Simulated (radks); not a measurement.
Initial-state core-level shifts of neutral vanadium when its valence configuration changes from [Ar] 3d3 4s2. Calculated with a radial shooting solver on a logarithmic mesh with Libxc functionals: scalar-relativistic Kohn-Sham, PBE, spin-unpolarised, spherical densities, point nucleus. Shifts are changes of the shell-averaged eigenvalues in eV (positive: less bound).

valence              2s      2p      3s      3p
3d3 4s1 4p1      -1.365  -1.369  -1.421  -1.423
3d3.5 4s1.5      +2.348  +2.317  +2.053  +1.967
3d3 4s0.5 4p1.5  -1.994  -1.999  -2.077  -2.077
3d4.5 4s0.5      +5.387  +5.314  +4.807  +4.607
3d3.5 4s0.5 4p1  +1.065  +1.029  +0.687  +0.593
3d2 4s2 4p1      -7.674  -7.597  -6.628  -6.392
3d3 4s1.5 4p0.5  -0.705  -0.707  -0.733  -0.734
3d2 4s1 4p2      -8.965  -8.887  -7.925  -7.679
3d4 4s1          +4.135  +4.081  +3.660  +3.508
